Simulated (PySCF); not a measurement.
# Two-component Hartree-Fock for Os⁶⁵⁺ (osmium, charge +65)

Start: [Ne] 3s1; 3s1/2 filled at m_j = +1/2. Calculated with PySCF 2.14 in an uncontracted even-tempered set (17 s from 22 bohr⁻², ratio 2.4; 14 p from 29 bohr⁻², ratio 2.4; 4 d from 90 bohr⁻², ratio 2.6; 4 f from 140 bohr⁻², ratio 2.6): generalised Hartree-Fock with the X2C-1e Hamiltonian and a Gaussian nucleus; one run each with spin-orbit coupling (SO) switched off, then screened by Boettger's factors.

```json
{"spinor shell": "1s1/2", "electrons": "2", "ε, spin-free (eV)": "-80050.6", "ε, screened SO (eV)": "-80032.3", "weight of nominal j (screened SO)": "1.000", "rms radius, screened SO (bohr)": "0.0200"}
{"spinor shell": "2s1/2", "electrons": "2", "ε, spin-free (eV)": "-18499.1", "ε, screened SO (eV)": "-18494.6", "weight of nominal j (screened SO)": "1.000", "rms radius, screened SO (bohr)": "0.0795"}
{"spinor shell": "2p1/2", "electrons": "2", "ε, spin-free (eV)": "-16852.1", "ε, screened SO (eV)": "-17987.5", "weight of nominal j (screened SO)": "1.000", "rms radius, screened SO (bohr)": "0.0674"}
{"spinor shell": "3s1/2", "electrons": "1", "ε, spin-free (eV)": "-7613.1", "ε, screened SO (eV)": "-7612.3", "weight of nominal j (screened SO)": "1.000", "rms radius, screened SO (bohr)": "0.189"}
```

Q: Where does 2p3/2 lie, and what is the 2p spin-orbit splitting (screened SO)?

A: At -16401.6 eV, 1585.8 eV above 2p1/2.

```
   quantity     spin-free   screened SO
E (hartree)  -12006.65290  -12024.63367
        M_J           1/2           1/2
       ⟨J²⟩         0.750         0.750
       ⟨L²⟩         0.000         0.039
       ⟨S²⟩         0.750         0.789
```

Each row is a mean over spinors that exchange with the open shell spreads, by up to 17.516 eV (2s1/2).

Breit and QED terms are absent; they matter most for the inner s and p1/2 levels.

Densities and radii are taken from the X2C orbitals without a picture-change correction, which distorts them close to the nucleus.

Without spin-orbit coupling the j labels of p, d and f shells carry no meaning; the spin-free column gives the mean over the occupied spinors of each nl shell.
